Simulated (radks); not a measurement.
Results of a calculation; reference values are marked as such.
Problem. Code: a radial shooting solver on a logarithmic mesh with Libxc functionals. Model: non-relativistic Kohn-Sham, PBE, spin-polarised, spherical densities, point nucleus. Response by self-consistent Sternheimer equations with the Hartree and adiabatic LDA kernel. Estimate the static dipole polarisabilities of Ga+ ([Ar] 3d10 4s2) and Ge2+ ([Ar] 3d10 4s2) and the C6 coefficients of the three pairs.

Solution. alpha = 18.21 and 10.66 bohr^3; C6 = 92.94 (Ga+-Ga+), 61.80 (Ga+-Ge2+), 41.67 (Ge2+-Ge2+) hartree bohr^6.
